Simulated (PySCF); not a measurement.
A GIAO shielding run with PySCF 2.14.0 with density-fitted response routines (density fitting, non-relativistic, gas phase) on `C1C[SiH2]C/C(=C/C=N\[H])OC1`, C$_{7}$H$_{13}$NOSi:

```
$ OMP_NUM_THREADS=1 python probes_run.py task.json out

{"job": {"kind": "nmr", "xc": "PBE0", "basis": "pcSseg-1"}, "charge": 0, "multiplicity": 1}
N      4.138379     0.595087    -1.348374
C      2.957230     0.763223    -0.922413
C      2.226991    -0.069856    -0.001084
C      0.960809     0.169555     0.405273
C      0.252500    -0.769140     1.319774
Si    -1.063237    -1.774254     0.357984
C     -2.460227    -0.568041    -0.106337
C     -1.964067     0.732948    -0.736664
C     -1.025356     1.536087     0.173299
O      0.343710     1.281909    -0.059346
H      4.599111    -0.233429    -0.967322
H      2.430553     1.634696    -1.299071
H      2.734452    -0.943461     0.384953
H      0.983650    -1.444014     1.759347
H     -0.218671    -0.225708     2.140104
H     -0.439036    -2.343576    -0.838390
H     -1.593215    -2.816084     1.242058
H     -3.148889    -1.050772    -0.800815
H     -3.046544    -0.322194     0.782430
H     -1.433567     0.523264    -1.667511
H     -2.822633     1.363019    -0.981230
H     -1.292717     1.385347     1.225622
H     -1.123979     2.602380    -0.052208
```

Hardware: 1 thread of an Arm Neoverse N1, shared host. The job also computes population analyses, field gradients, ring-centre shieldings.

Q: How large is the calculation?

A: 84 electrons, 242 basis functions and 1269 auxiliary functions.

Q: How long does it take, and how much memory does it need?

A: 110 s of wall time, with 15 SCF cycles and 5 response iterations; peak memory 1 GiB. Times on a shared host scatter by some tens of per cent.
